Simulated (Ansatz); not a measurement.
## One arrangement of a pair

The pair of H2 (SMILES [H][H], atoms 1–2) and CH6Si (SMILES C[SiH3], atoms 3–10), both closed shells, in one local arrangement (a lower one may exist), relaxed at PBE0-D4/def2-TZVP:

```xyz
10
angstrom
H 0.2690 -0.8136 -3.0661
H 0.0129 -0.2420 -2.6600
C 0.0321 -0.8528 0.7464
Si -0.0949 1.0121 0.6892
H -0.9380 -1.3139 0.5483
H 0.3731 -1.1873 1.7286
H 0.7394 -1.2167 -0.0017
H -0.5672 1.4674 -0.6471
H 1.2288 1.6395 0.9505
H -1.0556 1.5070 1.7120
```

Program: Ansatz 0.2.0. Basis: def2-TZVPPD, with def2-QZVPPD for the basis limit. Cores are frozen in the correlated methods. B3LYP uses VWN-RPA correlation. Extrapolation: Hartree–Fock as exp(−7.88 √X), correlation as X^−2.97. Interaction energies count from these two fragments, frozen as in the pair, with the counterpoise correction; negative means bound.

**Question.** What is the interaction energy by CCSD(T) at an estimated basis limit (MP2 extrapolated from triple and quadruple zeta, plus CCSD(T) − MP2 in triple zeta)? (An estimate is asked for; the value comes from the calculation.)

**Answer.** Computed: -1.6 kJ/mol. Hartree–Fock alone gives 1.3 kJ/mol at the basis limit, so without correlation the pair would not bind at this distance. It counts from the two fragments frozen as in the pair.

The same quantity by other methods in triple zeta, and each one's difference from that estimate:
| method | E_int (kJ/mol) | difference |
| --- | --- | --- |
| PBE-D4 | -2.7 | -1.1 |
| revPBE-D4 | -2.1 | -0.5 |
| BLYP-D4 | -1.1 | 0.5 |
| r2SCAN-D4 | -0.8 | 0.9 |
| B97M-V | -1.7 | -0.1 |
| PBE0-D4 | -2.3 | -0.7 |
| B3LYP-D4 | -1.5 | 0.1 |
| HSE06-D4 | -2.3 | -0.7 |
| wB97X-V | -1.7 | -0.1 |
| wB97M-V | -1.4 | 0.2 |
| B2PLYP | 0.0 | 1.6 |
| HF | 1.3 | 2.9 |
| MP2 | -1.2 | 0.4 |
| CCSD | -1.0 | 0.6 |
| CCSD(T) | -1.3 | 0.3 |
Differences are method less estimate.

**Question.** Which atoms make the shortest contact between the fragments?

**Answer.** H2 and H8, 2.70 Å apart.

Basis-set superposition shift (counterpoise-corrected less uncorrected): CCSD(T) 0.3; MP2 0.4; HF 0.1; PBE0-D4 0.0; wB97M-V 0.1 kJ/mol.

No T1 diagnostic of these runs exceeds 0.010.

For scale, one of the runs: CCSD(T)/def2-TZVPPD, 221 basis functions (an equivalent command: `ansatz run in.yaml --threads 2`). The run took 19 s on 2 CPU threads (shared host), with 3.5 GiB of host memory at its peak.
